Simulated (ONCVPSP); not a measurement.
Before and after: ONCV potential for lutetium

- Element: Lu
- Generator: ONCVPSP 4.0.1
- Type: optimised norm-conserving Vanderbilt (ONCV)
- Functional: PBE
- Relativity: scalar-relativistic
- Frozen core: [Xe]
- Valence charge: 17
- Reference configuration: 4f14 5d1 6s1 6p1
- Partial waves: 6s: rc 3.15 bohr, ncon 5, nbas 9, qcut 2.2 1/bohr, 2 projectors, debl 3.6 Ha; 6p: rc 3.05 bohr, ncon 4, nbas 7, qcut 2.4 1/bohr, 2 projectors, debl 0.8 Ha; 5d: rc 2.35 bohr, ncon 3, nbas 8, qcut 4.2 1/bohr, 2 projectors, debl 1.4 Ha; 4f: rc 0.90 bohr, ncon 5, nbas 9, qcut 17.5 1/bohr, 2 projectors, debl 0.4 Ha
- Local potential: polynomial inside 0.60 bohr (lpopt 2, dvloc0 3 Ha)
- Core correction: polynomial model core, fcfact 0.4

In the f channel the program set the typed energies aside and used -0.407, 0.250 Ha.

All-electron outer shells of the reference configuration (PBE, scalar-relativistic, ld1.x):

| shell | level (eV) | outermost node (bohr) | outermost maximum (bohr) |
| --- | --- | --- | --- |
| 5s | -62.53 | 0.57 | 1.04 |
| 5p | -33.12 | 0.61 | 1.19 |
| 4f | -11.08 | – | 0.47 |
| 6s | -5.50 | 1.41 | 3.00 |
| 5d | -2.84 | 0.68 | 1.80 |
| 6p | -1.98 | 1.72 | 4.21 |

Change: f: nproj 0; local potential the f channel.

Cutoffs: the cutoffs (Ha) at which the residual kinetic energy of the hardest occupied pseudo-wave falls to 1 and 0.1 mHa per electron; they do not see the model core or the augmentation charge, which bear on the density cutoff. Errors are all-electron minus pseudo energies relative to the spin-unpolarised reference configuration.

Question: Predict the effect on cutoff, ghosts and configuration errors.

Answer: The potential gets neither clearly harder nor softer (162 Ha and 395 Ha → 162 Ha and 395 Ha); the bound ghosts move from p, s to d, p, s; the lowest positive-energy flag moves from s at 9.3 eV to s at 108.6 eV; of the 4 tests that both files solve, the error grows in 1 and shrinks in 0 by more than 15 % and 0.3 meV (median size 7.2 → 7.6 meV); the range in which the f phases agree narrows (upper end at the end of the scan → 3.1). In the separable form a ghost depends on how the local part lies against the semilocal potential of the channel, so the choice of the local part can create or remove one.

```csv
quantity,base,changed
"cutoff, loose",162 Ha,162 Ha
"cutoff, tight",395 Ha,395 Ha
bound ghosts,"s, p","s, p, d"
GHOST(+) flags under 300 eV,"s at 9.3 eV, p at 18.3 eV, d at 73.6 eV",s at 108.6 eV
"error for 4f14 5d1 6s2 6p0, meV [ΔE -3.42 eV]",-1.1,-1.5
"error for 4f14 5d1 6s1 6p0, meV [ΔE 3.95 eV]",-3.5,-3.9
"error for 4f14 5d1 6s0 6p0, meV [ΔE 17.23 eV]",-13,-14
"error for 4f14 5d1.5 6s1.5 6p0, meV [ΔE -1.94 eV]",-11,-11
s: phases at 3.19 bohr within 0.05 rad from the reference energy up to (Ha; the scan ends near 5),0.3,1.2
p: phases at 3.09 bohr within 0.05 rad from the reference energy up to (Ha; the scan ends near 5),1.9,1.6
d: phases at 2.39 bohr within 0.05 rad from the reference energy up to (Ha; the scan ends near 5),n/a,to the end of the scan
f: phases at 0.91 bohr within 0.05 rad from the reference energy up to (Ha; the scan ends near 5),to the end of the scan,3.1
"rms error of d²Exc/dni dnj with the model core, mHa",5.43,5.43
```

 A true bound ghost makes a file unfit for plane-wave use even where its test errors are small: the radial tests pick states by their node count and pass the ghost by.
